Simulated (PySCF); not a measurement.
B(F)(Me)(Et) (C3H8BF), SMILES CCB(C)F. Atoms are numbered in the order given.

```xyz
13

B      0.2480     0.2191     0.4429
F      0.5990    -0.9983     0.8821
C      0.6926     1.4463     1.3168
H      1.7940     1.4606     1.4046
H      0.3110     1.3345     2.3474
H      0.3628     2.4193     0.9242
C     -0.5693     0.3267    -0.8957
C     -0.8983    -0.9809    -1.6200
H     -0.0103     1.0188    -1.5571
H     -1.4922     0.8936    -0.6587
H     -1.4910    -1.6546    -0.9808
H      0.0178    -1.5273    -1.8956
H     -1.4730    -0.8084    -2.5440
```

The structure is a stationary point at B3LYP-D3(BJ)/def2-SVP. The values are those of a single conformer.

Calculation: B3LYP-D3(BJ)/def2-SVP in PySCF.

No scaling factor is applied to the harmonic values.

A small imaginary wavenumber (i) marks a very flat motion, where grid noise or a shallow saddle decides the sign.

**Question.** Estimate the vibrational spectrum. (The exact figures need the calculation; the answer reports its results.)

**Answer.** 
| mode | ν (cm⁻¹) | IR (km/mol) | moving atoms (share of kinetic energy) |
|---|---|---|---|
| 1 | 11i | 0.5 | H 72 %, C 18 %, F 10 % |
| 2 | 75 | 0.5 | H 79 %, C 19 % |
| 3 | 187 | 1.2 | C 38 %, F 31 %, H 25 % |
| 4 | 202 | 0.2 | H 83 %, C 14 % |
| 5 | 327 | 2.5 | C 38 %, H 30 %, F 27 % |
| 6 | 386 | 0.3 | H 57 %, B 36 % |
| 7 | 487 | 4.5 | C 52 %, H 21 %, F 18 %, B 9 % |
| 8 | 626 | 1.9 | H 76 %, C 20 % |
| 9 | 695 | 0.0 | C 51 %, H 28 %, F 19 % |
| 10 | 851 | 24.8 | H 69 %, B 17 %, C 13 % |
| 11 | 860 | 2.0 | H 59 %, C 26 %, F 14 % |
| 12 | 973 | 9.1 | H 73 %, C 25 % |
| 13 | 1012 | 12.1 | H 58 %, B 21 %, C 20 % |
| 14 | 1040 | 19.3 | C 54 %, H 29 %, B 16 % |
| 15 | 1126 | 84.6 | H 46 %, B 36 %, C 18 % |
| 16 | 1248 | 0.9 | H 80 %, C 19 % |
| 17 | 1282 | 51.9 | H 56 %, B 22 %, C 14 % |
| 18 | 1346 | 170.1 | B 35 %, H 31 %, C 26 %, F 8 % |
| 19 | 1365 | 141.2 | H 43 %, C 31 %, B 24 % |
| 20 | 1403 | 17.2 | H 78 %, C 14 % |
| 21 | 1415 | 0.2 | H 83 %, C 15 % |
| 22 | 1435 | 5.9 | H 90 % |
| 23 | 1438 | 2.2 | H 95 % |
| 24 | 1476 | 17.2 | H 94 % |
| 25 | 1477 | 4.6 | H 97 % |
| 26 | 2996 | 24.9 | H 94 % |
| 27 | 3020 | 0.8 | H 97 % |
| 28 | 3022 | 9.8 | H 91 %, C 9 % |
| 29 | 3030 | 30.8 | H 97 % |
| 30 | 3087 | 6.2 | H 91 %, C 9 % |
| 31 | 3105 | 27.1 | H 90 %, C 10 % |
| 32 | 3110 | 25.5 | H 91 %, C 9 % |
| 33 | 3128 | 14.3 | H 91 %, C 9 % |
